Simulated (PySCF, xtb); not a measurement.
Pb(Cl)2 cation (Cl2Pb), SMILES [Cl][Pb][Cl] (connectivity only; charge and spin as stated), charge +1, multiplicity 2.

Harmonic wavenumbers (cm⁻¹) from xtb 6.7.1 with GFN2-xTB at its own minimum, in rising order: 141, 199, 266.

What does PySCF 2.14.0 with B3LYP-D3(BJ)/def2-TZVP give at its own minimum? (The exact figures need the calculation; the answer reports its results.)

175, 208, 303. Paired by order, the mean absolute difference is 27 cm⁻¹ and the zero-point energies are 0.9 and 1.0 kcal/mol.
